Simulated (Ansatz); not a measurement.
Geometry optimisation, RKS PBE-D4/def2-SVP (Ansatz 0.2.0).

input.yaml

```yaml
crystal:
  periodic: [false, false, false]
  atoms:
    - { symbol: Ge, position_ang: [0.300634, -0.52134, -0.36981] }
    - { symbol: H, position_ang: [-0.14946, -0.251551, 2.336477] }
    - { symbol: F, position_ang: [1.373213, 0.25955, -1.507091] }
    - { symbol: F, position_ang: [-0.450843, 0.822988, 0.494403] }
    - { symbol: O, position_ang: [-0.941981, -1.243614, -1.426539] }
    - { symbol: H, position_ang: [-1.632016, -1.680482, -0.893926] }
    - { symbol: Si, position_ang: [1.526785, -1.973395, 0.983095] }
    - { symbol: H, position_ang: [0.59897, -2.877878, 1.742547] }
    - { symbol: H, position_ang: [2.338245, -2.79636, 0.019612] }
    - { symbol: H, position_ang: [2.433105, -1.200386, 1.897884] }
    - { symbol: H, position_ang: [0.019649, -0.764233, 2.819648] }
basis:
  gaussian: { orbitals: def2-SVP }
hamiltonian:
  xc: pbe
  dispersion: d4
relax:
  f_tol: 0.03
  max_steps: 50
```

Launched with:

```bash
$ ansatz run input.yaml --threads 4 --pin off --max-ram 5120MiB --backend cpu --events-out ev --progress --plain --runs-dir out
```

**Question.** Where does it end, and by what steps?

**Answer.** The run converged. After 19 steps the energy has fallen by 0.269 eV; H6 moved furthest, 1.20 Å.

```
step  energy less start (eV)  largest force component (eV/Å)  accepted
   0                  0.0000                           1.311       yes
   1                 -0.1300                           0.175       yes
   2                 -0.1584                           0.116       yes
   3                 -0.1641                           0.384       yes
   4                 -0.1728                           0.160       yes
   5                 -0.1834                           0.186       yes
   6                 -0.1979                           0.296       yes
   7                 -0.2092                           0.167       yes
   8                 -0.2131                           0.301       yes
   9                 -0.2378                           0.124       yes
  10                 -0.1356                           2.159        no
  11                 -0.2503                           0.152       yes
  12                 -0.2579                           0.116       yes
  13                 -0.2443                           0.933        no
  14                 -0.2616                           0.081       yes
  15                 -0.2643                           0.229       yes
  16                 -0.2665                           0.083       yes
  17                 -0.2686                           0.036       yes
  18                 -0.2685                           0.087        no
  19                 -0.2688                           0.010       yes
```

```xyz
11
Properties=species:S:1:pos:R:3
Ge 0.219 -0.703 -0.395
H -0.202 -0.056 2.819
F 1.101 0.393 -1.447
F -0.731 0.417 0.582
O -0.915 -1.639 -1.390
H -1.506 -1.057 -1.906
Si 1.641 -2.115 0.902
H 0.772 -2.944 1.798
H 2.411 -2.978 -0.053
H 2.562 -1.236 1.692
H 0.066 -0.309 3.494
```

Whether the end is a true minimum wasn't checked by a vibrational analysis.

Time of the run: 21 s on 4 threads of Intel(R) Xeon(R) Platinum 8488C (Sapphire Rapids), with other jobs on the host, peak memory 0.2 GiB.
